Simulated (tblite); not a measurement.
Species: CH9GeNSi.
Atom-mapped SMILES: `[NH2:1][CH2:2][GeH2:3][SiH3:4]` (hydrogens: H5, H6 on N1; H7, H8 on C2; H9, H10 on Ge3; H11, H12, H13 on Si4)

Geometry (GFN2-xTB, Å), atoms numbered from 1 in this order:
```
atom  x, y, z in Å
N1    -1.467    0.558    1.062
C2    -1.458    0.027   -0.296
Ge3    0.293   -0.883   -0.563
Si4    2.131    0.479   -0.083
H5    -1.460   -0.213    1.723
H6    -2.314    1.092    1.237
H7    -1.532    0.871   -0.986
H8    -2.307   -0.636   -0.514
H9     0.262   -1.493   -1.950
H10    0.226   -2.126    0.305
H11    3.382   -0.259   -0.272
H12    2.082    0.949    1.299
H13    2.157    1.635   -0.980
```

Level: GFN2-xTB in tblite, geometry and Hessian alike; calculated harmonic values, unscaled, isolated species. The method is semi-empirical: single wavenumbers can be off by several per cent or more. Modes of hydrogen on germanium and silicon can be 10 to 20 % off. One conformer, not necessarily the lowest. The optimisation stopped once no atom felt more than 0.01 eV/Å.

Lowest wavenumbers of the output (negative numbers stand for imaginary wavenumbers):
```
mode    cm-1
  1     -29.4
  2      53.1
  3      98.4
  4     209.1
  5     289.8
  6     318.9
  7     370.0
  8     464.8
  9     472.7
 10     545.5
 11     615.6
 12     645.9
 13     759.4
 14     782.0
 15     791.0
```

Q: Is this structure a minimum?

A: Not by this Hessian. 1 mode is imaginary beyond 20i (29i cm⁻¹), so at this level the point lies at or near a first-order saddle. The curvature is small, so loose convergence or finite differences may be the whole cause.

Q: Which atoms move in the imaginary mode?

A: 29i: H13 (Si–H hydrogen) 32 %, H12 (Si–H hydrogen) 32 %, H11 (Si–H hydrogen) 32 %. These are shares of the mass-weighted motion.

Q: What is the remedy?

A: Step along that mode in both directions, optimise again with tighter thresholds and repeat the frequencies. The zero-point energy of this point (57.0 kcal/mol) counts the 32 real modes alone, and thermal corrections from it aren't those of a minimum.

On Arm Neoverse V2, one thread (shared host), this took 0.23 s wall. This covers the Hessian and the dipole derivatives.
